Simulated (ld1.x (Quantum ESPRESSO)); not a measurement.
## caesium: variants of one TM potential

Base potential:

| Item | Value |
| --- | --- |
| Element | caesium |
| Generator | ld1.x (Quantum ESPRESSO) 7.5 |
| Type | norm-conserving Troullier–Martins (Kleinman–Bylander form) |
| Functional | PBE |
| Relativity | scalar-relativistic |
| Frozen core | [Kr] 4d10 5s2 |
| Valence charge | 7 |
| Reference configuration | 5p6 5d0.5 6s0.5 6p0 |
| Partial waves | 5p (bound): rc 3.35 bohr; 5d (bound): rc 4.20 bohr; 6s (bound): rc 4.20 bohr |
| Local potential | the s channel |
| Core correction | Bessel-smoothed model core inside 1.85 bohr |

Cutoffs, loose and tight: the cutoffs (Ry, on a coarse ladder) from which the occupation-weighted sum of valence levels, in a spherical-Bessel basis at the reference potential, stays within 10 and 1 mRy of its value at 400 Ry. They do not see the model core or the augmentation charge, which bear on the density cutoff. Test errors are all-electron minus pseudo excitation energies from the reference, over the configurations 5p6 5d0 6s1 6p0; 5p6 5d0 6s0 6p0; 5p6 5d0 6s0.5 6p0; 5p6 5d1 6s0 6p0; 5p5 5d0 6s1 6p0; 5p6 5d0 6s0 6p1. A dash means not determined; rows that change the core or the reference have their own tests.

| change | outcome | cutoff, loose | cutoff, tight | bound ghosts | largest test error (meV) |
| --- | --- | --- | --- | --- | --- |
| base | generated | 8 Ry | 15 Ry | none | -232 |
| core correction Bessel-smoothed model core inside 2.68 bohr | generated | 8 Ry | 15 Ry | none | -228 |
| wave 5d (bound): rc 4.20 bohr becomes 5d (bound): rc 4.12 bohr | generated | 8 Ry | 15 Ry | none | -233 |
| reference 5p6 5d0 6s1 6p0 | generated | 8 Ry | 15 Ry | none | -196 |

**Question.** What comes out with this change to the base: wave 5p (bound): rc 3.35 bohr becomes 5p (bound): rc 2.06 bohr?

**Answer.** outcome: generated; cutoff, loose: 25 Ry; cutoff, tight: 45 Ry; bound ghosts: none; largest test error (meV): -198.

**Question.** What comes out with this change to the base: functional PBEsol?

**Answer.** outcome: generated; cutoff, loose: 8 Ry; cutoff, tight: 12 Ry; bound ghosts: none; largest test error (meV): -231.

**Question.** What comes out with this change to the base: all radii but the core radius scaled by about 1.10 (s 4.64, p 3.70, d 4.64 bohr)?

**Answer.** outcome: generated; cutoff, loose: 10 Ry; cutoff, tight: 12 Ry; bound ghosts: none; largest test error (meV): -220.
